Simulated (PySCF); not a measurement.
## Unknown compound

Molecular formula: C₆H₈O₃Si. Simulated spectra:

¹H NMR (300 MHz, computed): δ 7.80 (m, 1H), 7.61 (m, 1H), 6.90 (m, 1H), 4.98 (t, 2H), 3.59 (br s, 1H), 2.81 (t, 2H).

¹³C{¹H} NMR (computed): δ 194.9 (C), 160.2 (C), 151.2 (CH), 125.9 (CH), 120.3 (CH), 32.2 (CH2).

PySCF 2.14 calculation with GIAO PBE0/pcSseg-1 shieldings and coordinates at the GFN2-xTB level; non-relativistic Hamiltonian, a single conformation, no solvent, one averaged value for each set of equivalent atoms.

Chemical shifts δ = σref − σ; ¹H (σref 31.72) and ¹³C (σref 186.93) against TMS, all at this level.

Q: What is the structure?

A: 
- The formula gives 4 degrees of unsaturation (1 ring in the answer).
- 6 carbon signals for 6 carbons: no two carbons are equivalent.
- Carbon types of the structure: 2 × C, 3 × CH, 1 × CH2, leaving 3 H on heteroatoms.
- δC 194.9: ketone carbonyl carbon; low-lying n→π* states of the double bond to the heteroatom give a large paramagnetic term (-255 ppm).
- δC 160.2: substituted aromatic carbon next to the ring oxygen.
- δC 151.2: aromatic CH next to the ring oxygen.
- δC 125.9, 120.3: aromatic CH.
- δC 32.2: sp3 CH2 bonded to Si, α to a carbonyl; α to the electron-withdrawing carbonyl group.
- δH 7.61: hydrogen on an aromatic CH next to the ring oxygen; aromatic region.
- δH 3.59: hydrogen on an oxygen bonded to Si; labile proton, position sensitive to the medium.

These data were computed for SMILES O=C(C[SiH2]O)c1ccco1.

The shifts were computed for this structure.

The OH or NH signal is concentration- and solvent-dependent in practice; the value given is the gas-phase one. Shifts are as computed. Against solution values, carbons near 30 ppm lie about +3 ppm off and those near 130 ppm about +5 ppm. Of 1309 compounds with measured shifts, 239 miss one by over three times the rms of a fit or turn the order of signals round; such compounds aren't used in these exercises. Multiplicities follow the n + 1 count of equivalent neighbours, as no J values were calculated; m marks all less simple cases, F and P coupling included.
